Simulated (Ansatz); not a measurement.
One change: `BCN=C=C` becomes `C=C=NC`.

Ansatz, PBE0-D4/def2-TZVP geometries, multiplicity 1. Each molecule was computed in one conformer, which needn't be the lowest.

```
                                      property  `BCN=C=C`
           HOMO–LUMO gap (PBE/def2-TZVPP) / eV       2.77
         HOMO energy (ωB97M-V/def2-TZVPP) / eV      -8.80
            LUMO energy (PBE0/def2-TZVPP) / eV      -1.62
zero-point energy (PBE0-D4/def2-TZVP) / kJ/mol      216.3
size of the dipole moment (PBE/def2-TZVPP) / D       1.34
       HOMO–LUMO gap (ωB97M-V/def2-TZVPP) / eV       9.12
```

(1) Give the same properties after the change, and the shifts. (Estimate.)

## Answers

(1) Computed: 
```
                                      property  `C=C=NC`  shift
           HOMO–LUMO gap (PBE/def2-TZVPP) / eV      4.52   1.75
         HOMO energy (ωB97M-V/def2-TZVPP) / eV     -8.80   0.00
            LUMO energy (PBE0/def2-TZVPP) / eV      0.19   1.81
zero-point energy (PBE0-D4/def2-TZVP) / kJ/mol     190.5  -25.8
size of the dipole moment (PBE/def2-TZVPP) / D      1.34   0.00
       HOMO–LUMO gap (ωB97M-V/def2-TZVPP) / eV     11.19   2.07
```

The zero-point energy changes by -25.8 kJ/mol with -6 modes. Dipoles are sizes alone; their direction can turn.
